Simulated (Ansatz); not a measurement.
`C[Si](F)([SiH3])Cl` + H₂O → `C[Si](O)([SiH3])Cl` + H–F at 700 K and 1 bar (formal hydrolysis of the Si–F bond).

Isolated molecules relaxed with PBE0-D4/def2-TZVP in Ansatz; ΔE leaves out vibrations. CBS: MP2 limit from def2 TZ/QZ plus the TZ coupled-cluster correction, frozen cores. This one scheme is used for every species. One conformer a species, not always the lowest.

```
             species  CCSD(T)/CBS energy (Eh)  H − E (kJ/mol)  S (J/(mol·K))
`C[Si](F)([SiH3])Cl`              -1179.52206           265.2          515.2
                 H₂O                -76.37941            80.5          218.4
`C[Si](O)([SiH3])Cl`              -1155.49045           301.5          535.4
                 H–F               -100.39570            45.2          198.5
```

H − E and S are ideal-gas, rigid-rotor, harmonic terms from PBE0-D4/def2-TZVP, for one conformer and one mirror image of each species. 1 Eh = 2625.50 kJ/mol, R = 8.31446 J/(mol·K).

Problem. By hand: ΔE, ΔH, ΔS and ΔG.

Solution. ΔE = (-1155.49045) + (-100.39570) − (-1179.52206) − (-76.37941) = 0.01532 Eh = 40.2 kJ/mol. Δ(H − E) = 301.5 + 45.2 − 265.2 − 80.5 = 1.0, so ΔH = 41.2 kJ/mol. ΔS = 535.4 + 198.5 − 515.2 − 218.4 = 0.3 J/(mol·K). ΔG = 41.2 − 700 × (0.3)/1000 = 41.0 kJ/mol.

Problem. By hand: the equilibrium constant, and the temperature at which ΔG would vanish if ΔH and ΔS stayed fixed.

Solution. log₁₀ K = −ΔG/(RT ln 10) = -3.1. ΔG = 0 at ΔH/ΔS = 137333 K, far beyond where these terms or the molecules hold.

The number of gas molecules stays the same, so ΔS is small and ΔH decides. A doubt of 5 kJ/mol in ΔE shifts log₁₀ K by 0.4 here. Other conformers and mirror images would add mixing entropy, several J/(mol·K) or more a flexible species. These are equilibria of isolated gas molecules and say nothing of rates. Largest T1 diagnostic: 0.011 (customary marks: 0.02 for closed shells, 0.045 for open ones).
